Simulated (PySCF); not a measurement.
A side-by-side comparison of computed properties.

First species: C₄H₁₀ClFSi₂.
Numbering: `[F:1][C@@H:2]([SiH3:3])[Si@@H:4]([Cl:5])[CH:6]1[CH2:7][CH2:8]1` (hydrogens: H9 on C2; H10, H11, H12 on Si3; H13 on Si4; H14 on C6; H15, H16 on C7; H17, H18 on C8)

Second species: C4H2F3NO.
Structure used (GFN2-xTB), in Å, numbered top down from 1:
```
atom  x, y, z in Å
N1     1.8512    0.4121   -2.0993
C2     1.4996   -0.0624   -1.1235
C3     1.0429   -0.6462    0.1137
F4     1.5200   -1.8942    0.3241
O5     0.9340    0.1465    1.2301
C6    -0.2751   -0.3230    0.6984
C7    -1.1856    0.6915    0.0332
F8    -1.7226    0.1593   -1.0886
F9    -2.2162    0.9912    0.8464
H10   -0.7802   -1.0952    1.2736
H11   -0.6627    1.6232   -0.2341
```

Levels: PBE0/pcSseg-1 for dipole moment, HOMO energy, LUMO energy and HOMO–LUMO gap; GFN2-xTB for rotational constant A and rotational constant C. Geometries: GFN2-xTB. Each structure is a single optimised conformer of the isolated species, non-relativistic unless stated; the electronic structure was computed with PySCF and density fitting.

Dipoles, sizes and rotational constants follow the conformer. The torsions of the flexible species, by atom-mapped SMILES:
- `[F:1][C@@H:2]([SiH3:3])[Si@@H:4]([Cl:5])[CH:6]1[CH2:7][CH2:8]1`: F1–C2–Si4–Cl5 66°, C2–Si4–C6–C7 85°
- `[N:1]#[C:2][C@@:3]1([F:4])[O:5][C@H:6]1[CH:7]([F:8])[F:9]`: O5–C6–C7–F8 139°

| property | column X | column Y |
| --- | --- | --- |
| dipole moment | 3.19 D | 1.92 D |
| HOMO energy | -7.99 eV | -9.86 eV |
| LUMO energy | 0.17 eV | -0.81 eV |
| HOMO–LUMO gap | 8.16 eV | 9.05 eV |
| rotational constant A | 1.217 GHz | 2.535 GHz |
| rotational constant C | 0.567 GHz | 0.980 GHz |

Q: Which column belongs to which species?

A: Column X is the first species and column Y the second. The first has 18 atoms and 88 electrons, the second 11 and 68.

Q: How does each property change from the first species to the second?

A: dipole moment -1.27 D; HOMO energy -1.87 eV; LUMO energy -0.98 eV; HOMO–LUMO gap +0.89 eV; rotational constant A +1.318 GHz; rotational constant C +0.413 GHz.

On the first: The dipole equals about 10.6 × 10⁻³⁰ C·m (1 D = 3.33564 × 10⁻³⁰ C·m).

On the second: The dipole matches unit charges of opposite sign 0.40 Å apart (1 e·Å = 4.8032 D).
